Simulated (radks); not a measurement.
The numbers below are computed, except where a source is named.
K3+, 16 electrons, occupied as [Ne] 3s2 3p(up 2, down 2) (spins set by hand, not the high-spin state).

Code: a radial shooting solver on a logarithmic mesh with Libxc functionals. Model: scalar-relativistic Kohn-Sham, SCAN, spin-polarised, spherical densities, finite nucleus; meta-GGA in the generalised Kohn-Sham scheme; Fermi nuclear charge, rms radius 3.4349 fm.

Energy parts (Ry):
| part | energy |
|---|---|
| total | -1198.54280 |
| kinetic | 1205.94551 |
| electron-nucleus | -2805.16361 |
| Hartree | 465.48038 |
| exchange-correlation | -64.80509 |

Orbitals (lengths in bohr, moments of r in powers of bohr; r(90%) holds 90 % of the orbital's charge):
| orbital | occ. | eigenvalue (Ry) | <r^2> | <r^4> | r(90%) | <1/r> |
|---|---|---|---|---|---|---|
| 1s | 2 | -263.3596 | 0.008843 | 0.0002021 | 0.145 | 18.71 |
| 2s | 2 | -29.56583 | 0.1763 | 0.05539 | 0.601 | 3.821 |
| 2p | 6 | -24.02410 | 0.1511 | 0.04784 | 0.576 | 3.711 |
| 3s | 2 | -5.41982 | 1.662 | 4.335 | 1.79 | 1.152 |
| 3p | 4 | -4.05919 | 1.945 | 6.233 | 1.96 | 1.046 |

The highest occupied level is 3p at -55.228 eV. The electron density at the nucleus is 5211 e/bohr^3 (large components only). The density falls to 0.001 e/bohr^3 at r = 2.88 bohr.
